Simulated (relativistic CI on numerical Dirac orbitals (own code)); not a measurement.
**d1 to d9 in one octahedral field**

Computed with a parametric ligand-field model without spin-orbit coupling, by exact diagonalisation: B = 590, C = 2300, 10Dq = 14700 cm⁻¹ (Oh; |10Dq|/B = 24.9) for every shell. Energies in cm⁻¹; the field energy is (0.6 n_e − 0.4 n_t2) × 10Dq of the ground term; g labels are left out.

| Shell | Ground term | Electrons in e | Field energy | First spin-allowed bands | Lowest term of other spin |
| --- | --- | --- | --- | --- | --- |
| d1 | 2T2 | 0.000 | -5880 | 2E 14700 |  |
| d2 | 3T1 | 0.029 | -11339 | 3T2 13538, 3T1 21226 | 1T2 8458 |
| d3 | 4A2 | 0.000 | -17640 | 4T2 14700, 4T1 20595 | 2E 11236 |
| d4 | 3T1 | 0.041 | -22924 | 3E 12761, 3T1 13340 | 5E 597 |
| d5 | 6A1 | 2.000 | 0 | none | 2T2 611 |
| d6 | 1A1 | 0.050 | -34543 | 1T1 13306, 1T2 20559 | 3T1 8279 |
| d7 | 2E | 1.039 | -25892 | 2T1 13174, 2T2 13624 | 4T1 3414 |
| d8 | 3A2 | 2.000 | -17640 | 3T2 14700, 3T1 20595 | 1E 9181 |
| d9 | 2E | 3.000 | -8820 | 2T2 14700 |  |

Low spin: d4, d6, d7; the other shells keep the spin of the free ion. Only d4 to d7 can choose; the field needed to pair spins is smallest for d6 and largest for d5, which loses most exchange energy. In the strong-field picture 10Dq must exceed about 6B + 5C = 15040 (d4), 7.5B + 5C = 15925 (d5), 2.5B + 4C = 10675 (d6) and 4B + 4C = 11560 (d7); mixing of terms shifts these bounds somewhat.
